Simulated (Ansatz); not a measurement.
Ansatz (a first-principles code) input file for CH5AlO2, SMILES [CH3][Al]([OH])[OH], PBE0/def2-SVPD. Geometry optimised at PBE-D3(BJ)/def2-SVP. The isomer is the one that the SMILES or the coordinates give; other isomers of the formula were not compared. Other conformers were not sampled.

Ansatz 0.2 input:
```yaml
crystal:
  periodic: [false, false, false]
  atoms:
    - {symbol: Al, position_ang: [0.03785638, 0.03579218, 0.00310446]}
    - {symbol: C, position_ang: [-1.43265185, -1.22967944, -0.12929145]}
    - {symbol: H, position_ang: [-1.09997104, -2.16607030, -0.62353116]}
    - {symbol: H, position_ang: [-2.28032433, -0.81573131, -0.71029501]}
    - {symbol: H, position_ang: [-1.80421022, -1.51138125, 0.87753510]}
    - {symbol: O, position_ang: [-0.09264268, 1.53650471, -0.83091219]}
    - {symbol: H, position_ang: [0.57883559, 2.23468810, -0.83638165]}
    - {symbol: O, position_ang: [1.40663700, -0.40698442, 0.94872072]}
    - {symbol: H, position_ang: [2.19749353, 0.13511076, 1.08559510]}
basis:
  gaussian:
    orbitals: def2-SVPD
hamiltonian:
  xc: {name: PBE0}
```

Program output:

```
WARN ansatz: RAYON_NUM_THREADS=1 ignored (pool sized by the plan → 1); use --threads N
Functional definition: PBE0
integrals: 0.05 GiB planned
1104 factors; their error is unknown
mean field: 0.49 GiB planned
mean field evaluation 1: about -11784.9598 eV, gradient 8.4e1 eV
mean field evaluation 2: about -11762.9313 eV, gradient 1.3e2 eV
mean field evaluation 4: about -11798.3540 eV, gradient 5.8e0 eV
mean field evaluation 8: about -11798.4332 eV, gradient 8.6e-2 eV
mean field evaluation 16: about -11798.4955 eV, gradient 8.0e-5 eV
mean field -11798.49554259 eV, -433.5867138826 hartree, gradient 8.0e-5 eV, S^2 0.000000; 0 other end points of the search recorded, 0 dependent functions left out
reference -11798.49558123 eV, -433.5867153026 hartree; 20, 20 occupied and 110, 110 virtual orbitals, 1104 factors
Total energy: -11798.49558123 eV, -433.5867153026 hartree
```

The calculation finished and met its thresholds.

Cost: around 1.2 core-seconds (rough).
